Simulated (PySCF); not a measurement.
NMR data simulated for an unnamed compound:

$^{1}$H NMR (400 MHz, computed): δ 6.43 (m, 1H), 6.32 (m, 1H), 4.30 (m, 2H), 1.10 (m, 6H), 1.03 (m, 1H).

$^{13}$C{$^{1}$H} NMR (computed): δ 147.0 (CH), 130.9 (CH), 20.4 (CH3), 17.1 (CH).

- shieldings: GIAO PBE0/pcSseg-1
- GFN2-xTB geometry
- program: PySCF 2.14
- non-relativistic Hamiltonian, in vacuum, single conformer, fast rotation and ring inversion assumed for equivalent nuclei

Shifts are taken against calculated references (same method and geometry level): TMS for $^{1}$H and $^{13}$C.

Question: Which of these does the molecule contain: a tert-butyl group, a (CH3)2CH unit, a non-aromatic C=C double bond, a carboxylic acid, an ester, a Si–H bond?

Answer: 
- A tert-butyl group: no.
- A (CH3)2CH unit: yes (δC 20.4, 17.1; δH 1.10 (m), 1.03 (m)).
- A non-aromatic C=C double bond: yes.
- A carboxylic acid: no.
- An ester: no.
- A Si–H bond: yes (δH 4.30 (m)).

The data belong to `CC(C)[SiH2]/C=C/Cl`, C5H11ClSi; they needn't prove each group on their own.

Carbon signals by region: 2 in the sp2 and nitrile region (100–160 ppm), 2 below 50 ppm.

Carbons that carry Cl, above all several Cl atoms, come out too deshielded, partly because spin–orbit coupling is missing. Shifts are as computed. Against solution values, carbons near 30 ppm lie about +3 ppm off and those near 130 ppm about +5 ppm; carbons on Cl a further +6 ppm. Of 1211 compounds with measured shifts, 218 miss one by over three times the rms of a fit or turn the order of signals round; such compounds aren't used in these exercises. Multiplicities follow the n + 1 count of equivalent neighbours, as no J values were calculated; m marks all less simple cases, F and P coupling included.
